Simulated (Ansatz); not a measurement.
Ansatz (an electronic-structure program) input (PBE/3-21G): The .json file is the Basis Set Exchange's 3-21G.

Ansatz 0.2 input:
```yaml
crystal:
  periodic: [false, false, false]
  atoms:
    - {symbol: O, position_ang: [0.55891900, 1.27125400, -1.10814600]}
    - {symbol: B, position_ang: [0.32045000, 0.26917800, -0.28511400]}
    - {symbol: O, position_ang: [1.63643900, -0.43395700, -0.07804800]}
    - {symbol: Si, position_ang: [-1.30606600, -0.47562400, 0.68854900]}
    - {symbol: H, position_ang: [-0.16158100, 1.85634100, -1.37398600]}
    - {symbol: H, position_ang: [2.45198900, -0.12358900, -0.51819000]}
    - {symbol: H, position_ang: [1.74847500, -1.21468700, 0.48880700]}
    - {symbol: H, position_ang: [-2.28230600, -0.85882400, -0.34870400]}
    - {symbol: H, position_ang: [-0.83270600, -1.64496100, 1.46124700]}
    - {symbol: H, position_ang: [-1.80406600, 0.60019000, 1.56627400]}
basis:
  gaussian:
    orbitals: 3-21G.json
hamiltonian:
  xc: {name: PBE}
total_charge: 1
output: {forces: true}
```

Output:

```
Functional definition: PBE
integrals: 0.01 GiB planned
614 factors; their error is unknown
mean field: 0.10 GiB planned
mean field evaluation 1: about -12650.9141 eV, gradient 8.3e1 eV
mean field evaluation 2: about -12616.2869 eV, gradient 1.5e2 eV
mean field evaluation 4: about -12661.3745 eV, gradient 1.3e1 eV
mean field evaluation 8: about -12661.6330 eV, gradient 1.5e-1 eV
mean field evaluation 16: about -12661.5800 eV, gradient 1.6e-5 eV
integrals: 0.05 GiB planned
a density is far from that of the atoms, so the factors are made again for it
618 factors; integrals over basis functions are off by at most 7.2e-5 eV
mean field: 0.09 GiB planned
mean field -12661.57746978 eV, -465.3043896888 hartree, gradient 2.8e-5 eV, S^2 0.000000; 0 other end points of the search recorded, 0 dependent functions left out
the calculation of the forces begins
reference -12661.57749759 eV, -465.3043907109 hartree; 20, 20 occupied and 32, 32 virtual orbitals, 618 factors
Total energy: -12661.57749759 eV, -465.3043907109 hartree
Atom 0 at     0.558919     1.271254    -1.108146 Å, force     1.281747     0.476695    -0.683292 eV/Å
Atom 1 at     0.320450     0.269178    -0.285114 Å, force    -0.584401    -1.373972     1.192770 eV/Å
Atom 2 at     1.636439    -0.433957    -0.078048 Å, force    -0.812478     0.349288    -0.063215 eV/Å
Atom 3 at    -1.306066    -0.475624     0.688549 Å, force     0.520450     0.153204    -0.246701 eV/Å
Atom 4 at    -0.161581     1.856341    -1.373986 Å, force    -1.073608     1.172875    -0.625490 eV/Å
Atom 5 at     2.451989    -0.123589    -0.518190 Å, force     1.128090     0.576578    -0.721018 eV/Å
Atom 6 at     1.748475    -1.214687     0.488807 Å, force     0.047912    -1.156090     0.868855 eV/Å
Atom 7 at    -2.282306    -0.858824    -0.348704 Å, force    -0.378197    -0.146173    -0.327428 eV/Å
Atom 8 at    -0.832706    -1.644961     1.461247 Å, force     0.086561    -0.400833     0.283775 eV/Å
Atom 9 at    -1.804066     0.600190     1.566274 Å, force    -0.216076     0.348428     0.321743 eV/Å
Dipole moment:     0.866193    -0.089827    -0.147882 e Å
```

The dipole moment of an ion depends on the origin.

The geometry given is a B3LYP-D3(BJ)/def2-TZVP minimum.
